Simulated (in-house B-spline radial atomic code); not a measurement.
Checks on a self-consistent run for the tantalum ion Ta⁶⁺, [Kr] 4d10 (4f5/2)5 (4f7/2)8 5s2 (5p1/2)1 (5p3/2)4 (9g9/2)1. Computed with a radial B-spline atomic code at the basis-set limit: Dirac-Hartree-Fock, average of the jj configuration, Fermi nucleus of rms radius 5.3507 fm.

```csv
orbital,q,ε (Eh),<1/r>,<r²>,small-component weight
1s1/2,2,-2496.97882,85.3935,0.000478692,0.075589
2s1/2,2,-437.18514,20.7559,0.00730914,0.017111
2p1/2,2,-417.04604,20.6783,0.00524634,0.017131
2p3/2,4,-370.27898,17.4888,0.00644465,0.015521
3s1/2,2,-105.39500,7.63216,0.0476364,0.005637
3p1/2,2,-96.46449,7.53304,0.0439038,0.0055634
3p3/2,4,-86.26172,6.71475,0.0504474,0.0051111
3d3/2,4,-71.39280,6.58875,0.0393224,0.0049684
3d5/2,6,-69.22427,6.39187,0.0411668,0.0048376
4s1/2,2,-25.71352,3.18331,0.236968,0.0018208
4p1/2,2,-21.94985,3.06679,0.246146,0.0017264
4p3/2,4,-19.61787,2.80333,0.278773,0.0015765
4d3/2,4,-13.41050,2.58296,0.305817,0.0013788
4d5/2,6,-13.05187,2.51598,0.319148,0.0013341
4f5/2,5,-5.32014,2.09548,0.429139,0.00096782
4f7/2,8,-5.26998,2.06733,0.441104,0.00094788
5s1/2,2,-6.62662,1.25875,1.26147,0.00042051
5p1/2,1,-5.42577,1.16311,1.45548,0.00037066
5p3/2,4,-4.98180,1.07408,1.64825,0.00032915
9g9/2,1,-0.30543,0.0891871,279.258,8.6047e-06
```

Electron-electron repulsion V_ee = 5557.5569 hartree.

**Question.** What total energy follows from the eigenvalues?

**Answer.** The eigenvalues count the repulsion twice, so E = Σqε - V_ee = -10046.642 - 5557.557 = -15604.199 hartree; the run printed -15604.199.

**Question.** Does the Dirac virial theorem hold?

**Answer.** For a point nucleus E = -2c²Σq·w, with w the small-component weight. Here Σq·w = 0.41537 and c = 137.0360, so the ratio E/(-2c²Σq·w) is 1.000246; the finite nucleus accounts for the departure from 1.

**Question.** What diamagnetic shielding (Lamb formula) and susceptibility (Langevin formula) do the radii give?

**Answer.** σ = (α²/3)Σq<1/r> = 529.73/(3·137.036²) = 9402.9 ppm, and χ = -0.79199×10⁻⁶·Σq<r²> = -238.8×10⁻⁶ cm³/mol with Σq<r²> = 301.56 bohr². Both are non-relativistic formulas without the paramagnetism of open shells; for so heavy an element the full relativistic shielding is larger by tens of per cent.
